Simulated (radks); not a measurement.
Values are calculated unless marked as measured or tabulated.
Problem. Ta2+, 71 electrons, occupied as [Xe] 4f14 5d3. Code: a radial shooting solver on a logarithmic mesh with Libxc functionals. Model: Dirac Kohn-Sham, LDA (Slater exchange, Perdew-Zunger correlation), spin-unpolarised, spherical densities, finite nucleus; open shells are shared between the two j in proportion to 2j + 1; Fermi nuclear charge, rms radius 5.3507 fm.

Spin-orbit splittings of the eigenvalues, e(l+1/2) - e(l-1/2), with zeta = 2 splitting/(2l+1) and mean radii in bohr:

shell  occ.  splitting (eV)  zeta (eV)  <r> j=l-1/2  <r> j=l+1/2
2p        6            1269      845.8      0.06489      0.07273
3p        6           273.1      182.0       0.1944       0.2090
3d       10           59.53      23.81       0.1830       0.1875
4p        6           63.11      42.07       0.4645       0.4979
4d       10           11.60      4.638       0.5166       0.5282
4f       14               ?          ?       0.6335       0.6444
5p        6           8.854      5.903        1.218        1.324
5d        3          0.7049     0.2820        1.951        2.011
6p        0           1.044     0.6959        3.402        3.633

Estimate the 4f splitting.

Solution. 1.987 eV (zeta = 0.5676 eV).
